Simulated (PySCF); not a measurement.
Input file for PySCF: D3(BJ) and D4 dispersion corrections on AsF2H2In (SMILES [F][In]([F])[AsH2]), a point of a torsion scan.

```python
from pyscf import gto
from pyscf.dispersion import dftd3, dftd4

mol = gto.M(
    atom='''
    F    -2.45045111   -1.55912690    0.08444127
    In   -0.98968823   -0.18538693    0.02574552
    F    -1.55414499    1.70048446   -0.40003753
    As    1.54639233   -0.57806110    0.45959709
    H     1.79883453   -0.08305167   -0.94114807
    H     1.61075780    0.84196217    0.94715826
    ''',
    basis='def2-svp',
    charge=0, spin=0, verbose=0, max_memory=1800)
d3, d4 = {}, {}
for xc in ['hf', 'pbe', 'blyp', 'revpbe', 'tpss', 'r2scan', 'b3lyp', 'pbe0', 'bhlyp', 'camb3lyp', 'b2plyp']:
    d3[xc] = float(dftd3.DFTD3Dispersion(mol, xc=xc, version='d3bj', atm=False).get_dispersion()['energy'])
    print(f'D3(BJ) {xc:10s} {d3[xc]:14.8f} Eh')
for xc in ['hf', 'pbe', 'blyp', 'revpbe', 'tpss', 'r2scan', 'b3lyp', 'pbe0', 'bhlyp', 'camb3lyp', 'b2plyp']:
    d4[xc] = float(dftd4.DFTD4Dispersion(mol, xc={'camb3lyp': 'cam-b3lyp'}.get(xc, xc), atm=True).get_dispersion()['energy'])
    print(f'D4     {xc:10s} {d4[xc]:14.8f} Eh')
```

The log:

```
D3(BJ) hf            -0.03515799 Eh
D3(BJ) pbe           -0.00387055 Eh
D3(BJ) blyp          -0.00921894 Eh
D3(BJ) revpbe        -0.00876910 Eh
D3(BJ) tpss          -0.00516741 Eh
D3(BJ) r2scan        -0.00107863 Eh
D3(BJ) b3lyp         -0.00783924 Eh
D3(BJ) pbe0          -0.00368020 Eh
D3(BJ) bhlyp         -0.00744163 Eh
D3(BJ) camb3lyp      -0.00394885 Eh
D3(BJ) b2plyp        -0.00434930 Eh
D4     hf            -0.01361024 Eh
D4     pbe           -0.00439067 Eh
D4     blyp          -0.00917510 Eh
D4     revpbe        -0.01038731 Eh
D4     tpss          -0.00581312 Eh
D4     r2scan        -0.00098360 Eh
D4     b3lyp         -0.00719468 Eh
D4     pbe0          -0.00376113 Eh
D4     bhlyp         -0.00697127 Eh
D4     camb3lyp      -0.00395051 Eh
D4     b2plyp        -0.00300951 Eh
```

The run finished.

Cost: about 0.06 core-seconds (a rough figure).
